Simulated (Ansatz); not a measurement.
Cost and result for the atomization energy of C2H5BO2, SMILES `B1COCO1` (10 atoms, 10 bonds).

Z-matrix (Å, degrees):
```
C
O 1 1.432
B 1 1.571 2 101.8
H 1 1.102 2 111.1 3 120.0
H 1 1.093 2 108.5 3 -122.5
C 2 1.392 1 108.4 3 -20.5
O 3 1.350 1 107.3 2 10.9
H 3 1.191 1 131.8 2 -169.9
H 6 1.100 2 111.9 1 -94.8
H 6 1.092 2 109.3 1 142.8
```

Charge 0, multiplicity 1. The structure was optimised at the PBE0-D4/def2-TZVP level. Program: Ansatz. All runs use 2 threads of an Intel Xeon Platinum 8488C on a shared host. Times are those of one run each, without the atoms' runs, and a repeat can differ threefold. Electronic energies, without spin–orbit coupling; frozen cores. CCSD(T)/CBS adds CCSD(T) − MP2 in def2-TZVPP to the MP2 limit, and its time is that of the two runs behind it. T1 = 0.014.

CCSD(T)/CBS is a level of theory with its own doubt, some kJ/mol a heavy atom from the limit and from the frozen cores, so smaller differences don't rank the functionals.

| level | functions | wall time |
| --- | --- | --- |
| LDA (SPW92)/def2-TZVPP | 225 | 1.2 s |
| revPBE-D4/def2-TZVPP | 225 | 1.9 s |
| PBE0-D4/def2-TZVPP | 225 | 2.4 s |
| PBE-D4/def2-TZVPP (with forces) | 225 | 2.4 s |
| CAM-B3LYP-D4/def2-TZVPP | 225 | 2.9 s |
| CCSD(T)/def2-SVP | 95 | 4.3 s |
| B2PLYP/def2-TZVPP | 225 | 4.9 s |
| PBE-QIDH/def2-TZVPP | 225 | 5.5 s |
| B97M-V/def2-TZVPP | 225 | 7.5 s |
| ωB97M-V/def2-TZVPP (with forces) | 225 | 9 s |
| MP2/def2-QZVPP | 435 | 22 s |
| CCSD(T)/def2-TZVPP | 225 | 99 s |
| CCSD(T)/CBS(def2) | – | 2 min |

Q: What atomization energy does each give, and how far from CCSD(T)/CBS? (Best estimate.)

A: Computed: 
| level | atomization (kcal/mol) | difference from CCSD(T)/CBS | per bond |
| --- | --- | --- | --- |
| LDA (SPW92)/def2-TZVPP | 1152.4 | 165.7 | 16.6 |
| revPBE-D4/def2-TZVPP | 989.0 | 2.3 | 0.2 |
| PBE0-D4/def2-TZVPP | 995.3 | 8.6 | 0.9 |
| PBE-D4/def2-TZVPP (with forces) | 1018.4 | 31.7 | 3.2 |
| CAM-B3LYP-D4/def2-TZVPP | 996.2 | 9.5 | 0.9 |
| CCSD(T)/def2-SVP | 943.4 | -43.3 | -4.3 |
| B2PLYP/def2-TZVPP | 980.3 | -6.4 | -0.6 |
| PBE-QIDH/def2-TZVPP | 986.0 | -0.7 | -0.1 |
| B97M-V/def2-TZVPP | 989.8 | 3.1 | 0.3 |
| ωB97M-V/def2-TZVPP (with forces) | 993.8 | 7.1 | 0.7 |
| MP2/def2-QZVPP | 1002.0 | 15.3 | 1.5 |
| CCSD(T)/def2-TZVPP | 962.2 | -24.5 | -2.5 |
| CCSD(T)/CBS(def2) | 986.7 | 0.0 | 0.0 |

In def2-TZVPP, CCSD(T) changes the Hartree–Fock value by +247.5 kcal/mol (the triples alone add +16.2 kcal/mol) and MP2 by +272.8 kcal/mol; breaking electron pairs costs correlation energy, which Hartree–Fock lacks. From BLYP to BHLYP (50 % exact exchange), in def2-TZVPP and without D4, the atomization energy moves by −31.6 kcal/mol: exact exchange takes away binding that semilocal exchange gives to molecules. Leaving LDA and LC-ωPBE aside and taking each functional with its dispersion term where it has one, the values, not all of them listed here, spread over 64.5 kcal/mol, from BHLYP-D4 to PBE-D4. LDA lies +137.9 kcal/mol from PBE without D4, its usual overbinding.
